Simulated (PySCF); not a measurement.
F$_{6}$Mo, charge +1, doublet, at a GFN2-xTB geometry (such geometries of metal compounds can be far from the true shape) (the multiplicity is a formal guess) (all electrons, no relativity). Base run: PySCF with B3LYP/3-21G.

Here is a job for PySCF.
```python
from pyscf import gto, scf, dft

mol = gto.Mole()
mol.atom = '''
    Mo    0.00000000    0.00000000    0.00000000
    F     1.04528323   -0.44122247   -1.33014128
    F    -1.04528323    0.44122247    1.33014128
    F    -1.11130874    0.74998149   -1.12209214
    F    -0.85378333   -1.51638406   -0.16793906
    F     0.85378333    1.51638406    0.16793906
    F     1.11130874   -0.74998149    1.12209214
'''
mol.basis = '3-21g'
mol.charge = 1
mol.spin = 1
mol.verbose = 4
mol.build()

mf = dft.UKS(mol)
mf.xc = 'b3lyp'
mf.kernel()
```

Variants of this job, named by their change:

| change | ΔE vs base (mEh) | grid points | electrons on the grid | outcome |
|---|---|---|---|---|
| base | 0.000 | 108016 | 95.00001 | converged |
| grids.level = 0 | 143.3 | 9384 | 94.95992 | converged |
| grids.prune = dft.gen_grid.sg1_prune | - | - | - | input refused |
| grids.level = 7 | -0.029 | 626656 | 95.00000 | converged |
| grids.prune = off | -0.001 | 177136 | 95.00001 | converged |
| grids.prune = dft.gen_grid.treutler_prune | -0.003 | 96624 | 95.00002 | converged |
| grids.atom_grid = (50, 194) | - | - | - | not converged |
| grids.atom_grid = (150, 974) | -0.031 | 553024 | 95.00000 | converged |
| grids.radi_method = mura_knowles | 0.001 | 102048 | 95.00001 | converged |
| grids.atom_grid = (75, 302) | - | - | - | not converged |
| small_rho_cutoff = 0 | 0.000 | 108016 | 95.00001 | converged |

Open shells are given as the SCF converged; they aren't shown to be the lowest states, and a large step between rows can be another state.

- grids.prune = dft.gen_grid.sg1_prune: ended with `IndexError: index 42 is out of bounds for axis 0 with size 19`
